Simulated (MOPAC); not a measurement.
A run for MOPAC: PM6 on C3H6FN (a complex), monomers drawn apart or pushed together.

```
PM6 1SCF PRECISE CHARGE=0 THREADS=1
C3H6FN

C      0.37294261 1     0.59248336 1    -0.17772554 1
F      1.16322483 1    -0.29152224 1     0.56562076 1
H     -0.17778043 1     1.22592879 1     0.51524117 1
H      1.03059958 1     1.19012706 1    -0.80904037 1
H     -0.31110324 1     0.00621348 1    -0.79144142 1
C      1.09561314 1    -0.36945152 1     3.56915394 1
C      0.18417234 1     0.69084927 1     3.17252103 1
N     -0.53485112 1     1.52633030 1     2.84588871 1
H      1.44335405 1    -0.89391836 1     2.67981746 1
H      1.95347612 1     0.05108440 1     4.09450260 1
H      0.58835132 1    -1.07310849 1     4.22966436 1
```

The log:

```
*******************************************************************************
 **                                                                           **
 **                              MOPAC v23.2.5                                **
 **                                                                           **
 *******************************************************************************
 ** MOPAC's Digital Object Identifier: https://doi.org/10.5281/zenodo.6511958 **
 **                                                                           **
 ** Please cite the open-source release paper for use of this MOPAC version:  **
 ** J. E. Moussa and J. J. P. Stewart (2026)                                  **
 ** MOPAC: An open-source semiempirical molecular orbital program             **
 ** J. Open Source Softw., 11(119), 8025, https://doi.org/10.21105/joss.08025 **
 *******************************************************************************

                              PM6 CALCULATION RESULTS

 *******************************************************************************
 *  PM6        - The PM6 Hamiltonian to be used
 *
 *
 *
 *                 CHARGE ON SYSTEM = 0
 *
 *
 *
 *  PRECISE    - TIGHTER CRITERIA TO BE USED
 *  1SCF       - DO 1 SCF AND THEN STOP
 *  THREADS=1  - MULTI-THREADING NOT USED
 *  T=         - A TIME OF 172800.0 SECONDS REQUESTED
 *  DUMP=N     - RESTART FILE WRITTEN EVERY 7200.0 SECONDS REQUESTED
 *******************************************************************************
PM6 1SCF PRECISE CHARGE=0 THREADS=1
 C3H6FN

   ATOM   CHEMICAL          X               Y               Z
  NUMBER   SYMBOL      (ANGSTROMS)     (ANGSTROMS)     (ANGSTROMS)

     1       C          0.37294261  *   0.59248336  *  -0.17772554  *
     2       F          1.16322483  *  -0.29152224  *   0.56562076  *
     3       H         -0.17778043  *   1.22592879  *   0.51524117  *
     4       H          1.03059958  *   1.19012706  *  -0.80904037  *
     5       H         -0.31110324  *   0.00621348  *  -0.79144142  *
     6       C          1.09561314  *  -0.36945152  *   3.56915394  *
     7       C          0.18417234  *   0.69084927  *   3.17252103  *
     8       N         -0.53485112  *   1.52633030  *   2.84588871  *
     9       H          1.44335405  *  -0.89391836  *   2.67981746  *
    10       H          1.95347612  *   0.05108440  *   4.09450260  *
    11       H          0.58835132  *  -1.07310849  *   4.22966436  *



          CARTESIAN COORDINATES

    NO.       ATOM           X           Y           Z

     1         C          0.3729      0.5925     -0.1777
     2         F          1.1632     -0.2915      0.5656
     3         H         -0.1778      1.2259      0.5152
     4         H          1.0306      1.1901     -0.8090
     5         H         -0.3111      0.0062     -0.7914
     6         C          1.0956     -0.3695      3.5692
     7         C          0.1842      0.6908      3.1725
     8         N         -0.5349      1.5263      2.8459
     9         H          1.4434     -0.8939      2.6798
    10         H          1.9535      0.0511      4.0945
    11         H          0.5884     -1.0731      4.2297

 General Reference for PM6:
 "Optimization of Parameters for Semiempirical Methods V: Modification of NDDO Approximations
 and Application to 70 Elements", J. J. P. Stewart, J. Mol. Mod., 13, 1173-1213 (2007)
 URL: https://link.springer.com/article/10.1007/s00894-007-0233-4

           Empirical Formula: C3 H6 N F  =    11 atoms



      MOLECULAR POINT GROUP   :   C1


      RHF CALCULATION, NO. OF DOUBLY OCCUPIED LEVELS = 15


 -------------------------------------------------------------------------------
 PM6 1SCF PRECISE CHARGE=0 THREADS=1
 C3H6FN



     1SCF WAS SPECIFIED, SO BFGS WAS NOT USED
     SCF FIELD WAS ACHIEVED


                              PM6 CALCULATION
                                                       MOPAC v23.2.5 Linux




          FINAL HEAT OF FORMATION =        -31.59572 KCAL/MOL =    -132.19649 KJ/MOL


          COSMO AREA              =        123.37 SQUARE ANGSTROMS
          COSMO VOLUME            =        106.76 CUBIC ANGSTROMS

          IONIZATION POTENTIAL    =         12.621165 EV
          HOMO LUMO ENERGIES (EV) =        -12.621  1.425
          NO. OF FILLED LEVELS    =         15
          MOLECULAR WEIGHT        =         75.0855         POINT GROUP:  C1

          MOLECULAR DIMENSIONS (Angstroms)

            Atom       Atom       Distance
            H    11    H     4     5.54133
            H    10    H     5     3.31568
            H     9    N     8     3.04878


          SCF CALCULATIONS        =          1





   ATOM   CHEMICAL          X               Y               Z
  NUMBER   SYMBOL      (ANGSTROMS)     (ANGSTROMS)     (ANGSTROMS)

     1       C          0.37294261  *   0.59248336  *  -0.17772554  *
     2       F          1.16322483  *  -0.29152224  *   0.56562076  *
     3       H         -0.17778043  *   1.22592879  *   0.51524117  *
     4       H          1.03059958  *   1.19012706  *  -0.80904037  *
     5       H         -0.31110324  *   0.00621348  *  -0.79144142  *
     6       C          1.09561314  *  -0.36945152  *   3.56915394  *
     7       C          0.18417234  *   0.69084927  *   3.17252103  *
     8       N         -0.53485112  *   1.52633030  *   2.84588871  *
     9       H          1.44335405  *  -0.89391836  *   2.67981746  *
    10       H          1.95347612  *   0.05108440  *   4.09450260  *
    11       H          0.58835132  *  -1.07310849  *   4.22966436  *

                             CARTESIAN COORDINATES

   1    C        0.372942610     0.592483360    -0.177725540
   2    F        1.163224830    -0.291522240     0.565620760
   3    H       -0.177780430     1.225928790     0.515241170
   4    H        1.030599580     1.190127060    -0.809040370
   5    H       -0.311103240     0.006213480    -0.791441420
   6    C        1.095613140    -0.369451520     3.569153940
   7    C        0.184172340     0.690849270     3.172521030
   8    N       -0.534851120     1.526330300     2.845888710
   9    H        1.443354050    -0.893918360     2.679817460
  10    H        1.953476120     0.051084400     4.094502600
  11    H        0.588351320    -1.073108490     4.229664360


           Empirical Formula: C3 H6 N F  =    11 atoms



      MOLECULAR POINT GROUP   :   C1


                  EIGENVALUES
 -40.99418 -31.78417 -27.09471 -25.01276 -17.76695 -17.09504 -16.97573 -15.86929
 -15.78472 -15.49717 -13.53719 -13.37804 -12.85114 -12.74276 -12.62116   1.42528
   1.42668   2.83317   3.01918   4.90429   5.00143   5.28880   5.31054   5.42149
   5.85907   6.06259


              NET ATOMIC CHARGES AND DIPOLE CONTRIBUTIONS

  ATOM NO.   TYPE          CHARGE      No. of ELECS.   s-Pop       p-Pop
    1          C          -0.252526        4.2525     1.12219     3.13033
    2          F          -0.197185        7.1972     1.97456     5.22263
    3          H           0.162909        0.8371     0.83709
    4          H           0.142799        0.8572     0.85720
    5          H           0.142645        0.8574     0.85736
    6          C          -0.443182        4.4432     1.07039     3.37279
    7          C           0.131511        3.8685     1.12450     2.74398
    8          N          -0.258727        5.2587     1.80877     3.44996
    9          H           0.199650        0.8003     0.80035
   10          H           0.186413        0.8136     0.81359
   11          H           0.185692        0.8143     0.81431
 DIPOLE           X         Y         Z       TOTAL
 POINT-CHG.     0.907    -1.105    -0.136     1.436
 HYBRID         0.467    -0.534     0.245     0.750
 SUM            1.374    -1.639     0.109     2.141


          ATOMIC ORBITAL ELECTRON POPULATIONS

     Atom    s        px        py        pz
    1  C   1.12219   1.04654   1.02048   1.06332
    2  F   1.97456   1.75191   1.69101   1.77970
    3  H   0.83709
    4  H   0.85720
    5  H   0.85736
    6  C   1.07039   1.10876   1.08032   1.18371
    7  C   1.12450   0.91679   0.91998   0.90721
    8  N   1.80877   1.15445   1.16842   1.12709
    9  H   0.80035
   10  H   0.81359
   11  H   0.81431

 **********************
 *                    *
 * JOB ENDED NORMALLY *
 *                    *
 **********************




 == MOPAC DONE ==
```

The run finished.

Cost: roughly 0.020 core-seconds.
